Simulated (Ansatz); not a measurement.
```xyz
3

Cr    0.0000    0.0000    0.0000
Mn    0.0000    1.2960    2.0160
Mn    0.0000   -1.2960    2.0160
```

Basis set: pcseg-2. Charge 0. Computed with Ansatz (development build ahead of 0.2.0); the lowest solution found for each multiplicity.

Task: How do the multiplicities compare at this shape? Give, from the lowest of each method, PBE0 (unrestricted) for 5, 7.

Result:

```json
{"method": "PBE0, unrestricted", "multiplicity": "5", "E (eV)": "0.000", "<S²>": "11.33"}
{"method": "PBE0, unrestricted", "multiplicity": "7", "E (eV)": "0.090", "<S²>": "16.45"}
```

Caution for PBE0, unrestricted: the unrestricted determinant is a mixture of spin states.
